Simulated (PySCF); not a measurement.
# Charge on either side of a bond

Compound: C₈H₁₀.
SMILES with atom numbers: `[CH3:1][C:2]#[C:3][CH2:4][CH:5]=[C:6]=[CH:7][CH3:8]` (hydrogens: H9, H10, H11 on C1; H12, H13 on C4; H14 on C5; H15 on C7; H16, H17, H18 on C8)

Structure used (GFN2-xTB), in Å, numbered top down from 1:
```xyz
18
C8H10 angstrom
C      4.2419    0.5444   -0.2985
C      2.9200   -0.0359   -0.1911
C      1.8332   -0.5289   -0.0827
C      0.5000   -1.0981    0.0024
C     -0.4227   -0.4231   -0.9847
C     -1.4990    0.2133   -0.6420
C     -2.5847    0.8204   -0.2730
C     -3.9286    0.1639   -0.1636
H      4.2494    1.5408    0.1431
H      4.5322    0.6196   -1.3464
H      4.9674   -0.0789    0.2242
H      0.1134   -0.9785    1.0181
H      0.5559   -2.1685   -0.2272
H     -0.1172   -0.4781   -2.0222
H     -2.5559    1.8765   -0.0318
H     -3.8665   -0.8913   -0.4180
H     -4.6376    0.6477   -0.8355
H     -4.3101    0.2611    0.8528
```

Atomic charges (e) from the PBE0/pcSseg-1 density (PySCF):

```json
{"atom": "C1", "Mulliken": "-0.1873", "IAO": "-0.4345", "Hirshfeld": "-0.0987", "ESP-fitted": "-0.5254"}
{"atom": "C2", "Mulliken": "-0.2705", "IAO": "-0.0599", "Hirshfeld": "-0.0628", "ESP-fitted": "+0.1331"}
{"atom": "C3", "Mulliken": "-0.0826", "IAO": "-0.0734", "Hirshfeld": "-0.0688", "ESP-fitted": "-0.3319"}
{"atom": "C4", "Mulliken": "-0.1455", "IAO": "-0.2656", "Hirshfeld": "-0.0518", "ESP-fitted": "+0.0635"}
{"atom": "C5", "Mulliken": "-0.2125", "IAO": "-0.1849", "Hirshfeld": "-0.0580", "ESP-fitted": "-0.1175"}
{"atom": "C6", "Mulliken": "+0.0151", "IAO": "-0.0045", "Hirshfeld": "-0.0150", "ESP-fitted": "-0.2263"}
{"atom": "C7", "Mulliken": "-0.2680", "IAO": "-0.1844", "Hirshfeld": "-0.0560", "ESP-fitted": "+0.0458"}
{"atom": "C8", "Mulliken": "-0.2234", "IAO": "-0.4163", "Hirshfeld": "-0.1122", "ESP-fitted": "-0.3952"}
{"atom": "H9", "Mulliken": "+0.1453", "IAO": "+0.1691", "Hirshfeld": "+0.0580", "ESP-fitted": "+0.1789"}
{"atom": "H10", "Mulliken": "+0.1444", "IAO": "+0.1687", "Hirshfeld": "+0.0579", "ESP-fitted": "+0.1786"}
{"atom": "H11", "Mulliken": "+0.1445", "IAO": "+0.1689", "Hirshfeld": "+0.0578", "ESP-fitted": "+0.1739"}
{"atom": "H12", "Mulliken": "+0.1481", "IAO": "+0.1695", "Hirshfeld": "+0.0539", "ESP-fitted": "+0.1069"}
{"atom": "H13", "Mulliken": "+0.1570", "IAO": "+0.1669", "Hirshfeld": "+0.0553", "ESP-fitted": "+0.0774"}
{"atom": "H14", "Mulliken": "+0.1349", "IAO": "+0.1649", "Hirshfeld": "+0.0513", "ESP-fitted": "+0.1489"}
{"atom": "H15", "Mulliken": "+0.1313", "IAO": "+0.1612", "Hirshfeld": "+0.0520", "ESP-fitted": "+0.1083"}
{"atom": "H16", "Mulliken": "+0.1171", "IAO": "+0.1519", "Hirshfeld": "+0.0441", "ESP-fitted": "+0.1389"}
{"atom": "H17", "Mulliken": "+0.1267", "IAO": "+0.1515", "Hirshfeld": "+0.0467", "ESP-fitted": "+0.1195"}
{"atom": "H18", "Mulliken": "+0.1254", "IAO": "+0.1509", "Hirshfeld": "+0.0463", "ESP-fitted": "+0.1225"}
```

Task: Cut each of the bonds C1–C2, C2–C3, C3–C4, C4–C5, C6–C5, C7–C6 and C8–C7 in turn and sum the charges on the side of the atom named first.

Result: In e; the other side holds the opposite charge:

```json
{"bond cut": "C1–C2", "piece": "CH3", "atoms": "4", "Mulliken": "+0.247", "IAO": "+0.072", "Hirshfeld": "+0.075", "ESP-fitted": "+0.006"}
{"bond cut": "C2–C3", "piece": "C2H3", "atoms": "5", "Mulliken": "-0.024", "IAO": "+0.012", "Hirshfeld": "+0.012", "ESP-fitted": "+0.139"}
{"bond cut": "C3–C4", "piece": "C3H3", "atoms": "6", "Mulliken": "-0.106", "IAO": "-0.061", "Hirshfeld": "-0.057", "ESP-fitted": "-0.193"}
{"bond cut": "C4–C5", "piece": "C4H5", "atoms": "9", "Mulliken": "+0.053", "IAO": "+0.010", "Hirshfeld": "+0.001", "ESP-fitted": "+0.055"}
{"bond cut": "C6–C5", "piece": "C3H4", "atoms": "7", "Mulliken": "+0.024", "IAO": "+0.010", "Hirshfeld": "+0.006", "ESP-fitted": "-0.087"}
{"bond cut": "C7–C6", "piece": "C2H4", "atoms": "6", "Mulliken": "+0.009", "IAO": "+0.015", "Hirshfeld": "+0.021", "ESP-fitted": "+0.140"}
{"bond cut": "C8–C7", "piece": "CH3", "atoms": "4", "Mulliken": "+0.146", "IAO": "+0.038", "Hirshfeld": "+0.025", "ESP-fitted": "-0.014"}
```

Extremes among these pieces. Mulliken: lowest C3H3 at C3, highest CH3 at C1; IAO: lowest C3H3 at C3, highest CH3 at C1; Hirshfeld: lowest C3H3 at C3, highest CH3 at C1; ESP-fitted: lowest C3H3 at C3, highest C2H4 at C7.

Task: Do the schemes agree better on the pieces than on the single atoms at the cuts?

Result: The spread between schemes averages 0.142 e for the pieces and 0.326 e for the atoms named first; it is smaller for the piece at 7 of the 7 cuts. On average they agree better on the pieces.

The structure is a single GFN2-xTB conformer in the gas phase; no vibrational or solvent corrections. GFN2-xTB frequencies show an imaginary mode (22i cm⁻¹), so this geometry is no minimum at that level.

These values come from a run that also computed NMR shieldings. Hardware: one thread of an AMD EPYC, no GPU, shared host. Cost: 79 s (with the writing of density and orbital grids), 0.88 GiB resident at most.
